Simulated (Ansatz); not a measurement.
Cost and result for the atomization energy of CH$_{2}$BNTe, SMILES `B1N=C[Te]1` (6 atoms, 6 bonds).

Total charge 0; spin multiplicity 1. Correlated methods include outer-core shells of Te, which these sets cover unevenly. Te: def2 effective core potential. All single points use the PBE0-D4/def2-TZVP geometry. Program: Ansatz. All runs use 2 threads of an Arm Neoverse V1 on a shared host. Times are those of one run each, without the atoms' runs, and a repeat can differ threefold. Electronic energies, without spin–orbit coupling; frozen cores. CCSD(T)/CBS adds CCSD(T) − MP2 in def2-TZVPP to the MP2 limit, and its time is that of the two runs behind it. T1 = 0.016. With those shells the extrapolation isn't a true limit. B3LYP takes the VWN-RPA correlation (the form of Gaussian; ORCA's B3LYP/G). HSE06 is the plane-wave form, built on full-range PBE exchange.

CCSD(T)/CBS is a level of theory with its own doubt, some kJ/mol a heavy atom from the limit and from the frozen cores, so smaller differences don't rank the functionals.

```tsv
level	functions	wall time	atomization (kJ/mol)	difference from CCSD(T)/CBS	per bond
BLYP-D4/def2-TZVPP	171	2.3 s	2217.8	41.0	6.8
PBE-D4/def2-TZVPP (with forces)	171	2.7 s	2302.5	125.7	20.9
PBE0-D4/def2-TZVPP	171	3.1 s	2213.7	36.9	6.1
HSE06-D4/def2-TZVPP	171	3.3 s	2216.2	39.4	6.6
B3LYP-D4/def2-TZVPP (with forces)	171	3.8 s	2185.3	8.5	1.4
CCSD(T)/def2-SVP	78	4.1 s	2015.5	-161.3	-26.9
r2SCANh-D4/def2-TZVPP	171	5.5 s	2167.4	-9.4	-1.6
B2PLYP/def2-TZVPP	171	6 s	2160.8	-16.0	-2.7
ωB97X-V/def2-TZVPP	171	8.5 s	2180.5	3.7	0.6
ωB97M-V/def2-TZVPP (with forces)	171	13 s	2177.8	1.0	0.2
MP2/def2-QZVPP	313	17 s	2227.2	50.4	8.4
CCSD(T)/def2-TZVPP	171	77 s	2093.6	-83.2	-13.9
CCSD(T)/CBS(def2)	–	94 s	2176.8	0.0	0.0
```

From PBE to PBE0 (25 % exact exchange), in def2-TZVPP and without D4, the atomization energy moves by −86.4 kJ/mol: exact exchange takes away binding that semilocal exchange gives to molecules. Leaving LDA and LC-ωPBE aside and taking each functional with its dispersion term where it has one, the values, not all of them listed here, spread over 233.7 kJ/mol, from BHLYP-D4 to PBE-D4. LDA lies +316.3 kJ/mol from PBE without D4, its usual overbinding. The D4 term adds +24.4 kJ/mol with B3LYP and +12.3 kJ/mol with PBE0; it sums over pairs of atoms, weighted by their polarisabilities, and B3LYP, whose exchange is more repulsive, gets the larger term.

Spin–orbit coupling would lower the free Te atoms strongly, and the atomization energy with them, by more than many differences here.
